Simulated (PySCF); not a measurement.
2,2-dichloropropane (C₃H₆Cl₂), SMILES ClC(Cl)(C)C. Atoms are numbered in the order given.

```xyz
11

C      0.0000     1.2779     1.1726
C      0.0000     0.0000     0.3485
C      0.0000    -1.2779     1.1726
Cl    -1.4769     0.0000    -0.7190
Cl     1.4769     0.0000    -0.7190
H      0.9028     1.3075     1.8145
H      0.0000     2.1649     0.5129
H     -0.9028     1.3075     1.8145
H      0.9028    -1.3075     1.8145
H      0.0000    -2.1649     0.5129
H     -0.9028    -1.3075     1.8145
```

Geometry optimised at PBE-D3(BJ)/def2-SVP.

The numbers are results of PBE-D3(BJ)/def2-SVP in PySCF, not measurements.

Frequencies are harmonic and unscaled.

Computed normal modes with their intensities:
```
mode  ν (cm⁻¹)  IR (km/mol)  moving atoms (share of kinetic energy)
----  --------  -----------  --------------------------------------
1          244          1.5                  Cl 67 %, C 24 %, H 9 %
2          267          0.0                                  H 92 %
3          276          0.0                 C 42 %, H 36 %, Cl 22 %
4          297          0.0                                  H 98 %
5          352          3.9                 Cl 44 %, C 30 %, H 26 %
6          354          1.0                 Cl 38 %, C 34 %, H 28 %
7          382          5.3                 C 61 %, H 22 %, Cl 17 %
8          551         17.1                 C 54 %, Cl 31 %, H 15 %
9          616         88.4                 C 63 %, H 22 %, Cl 16 %
10         902          9.8                          C 65 %, H 35 %
11         913          0.0                          H 70 %, C 30 %
12         971          0.0                          H 76 %, C 24 %
13        1084         72.4                          H 54 %, C 46 %
14        1130         39.2                          C 54 %, H 46 %
15        1187         10.9                          C 73 %, H 27 %
16        1333         22.5                          H 70 %, C 30 %
17        1345          8.4                          H 79 %, C 21 %
18        1391          3.5                                  H 95 %
19        1396          0.0                                  H 97 %
20        1407          3.2                                  H 96 %
21        1419          6.2                                  H 96 %
22        2982          3.5                                  H 97 %
23        2986          8.9                                  H 97 %
24        3077          0.0                          H 90 %, C 10 %
25        3082         12.9                           H 91 %, C 9 %
26        3101          1.8                          H 90 %, C 10 %
27        3102          4.2                          H 90 %, C 10 %
```
